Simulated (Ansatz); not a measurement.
Reaction (redistribution): `[OH][Sc]([OH])[OH]` + `BC([SiH3])OC` → `C[O][Sc]([OH])[OH]` + `BC(O)[SiH3]`

Program: Ansatz. Geometries: PBE0-D4/def2-TZVP. ΔE: electronic, gas phase. CCSD(T)/CBS is the MP2 limit (def2-TZVPP, def2-QZVPP) plus CCSD(T) − MP2 in def2-TZVPP, frozen cores. DFT in def2-TZVPP. B3LYP here is the variant with VWN-RPA as its local correlation; programs differ in this. For Sc outer-core shells are correlated without core-valence functions, which leaves a few kJ/mol of doubt a bond. Scalar relativity is left out up to krypton. One conformer a species, not always the lowest.

```
         level  ΔE (kJ/mol)
       PBE0-D4          8.3
      B3LYP-D4          6.5
       ωB97X-V          8.2
CCSD/CBS(def2)          6.0
```

Question: What does CCSD(T)/CBS give? (An estimate is asked.)

Answer: Computed: +7.5 kJ/mol. The listed levels differ from it by 0.8, -1.0, 0.7, -1.5 kJ/mol.

Largest T1 diagnostic among the species: 0.016.

In def2-TZVPP, CCSD(T) changes the Hartree–Fock value by +10.0 kJ/mol (the triples alone add +1.6 kJ/mol) and MP2 by +12.0 kJ/mol. The D4 term adds +4.4 kJ/mol with B3LYP and +2.5 kJ/mol with PBE0; it sums over pairs of atoms, weighted by their polarisabilities, and B3LYP, whose exchange is more repulsive, gets the larger term.
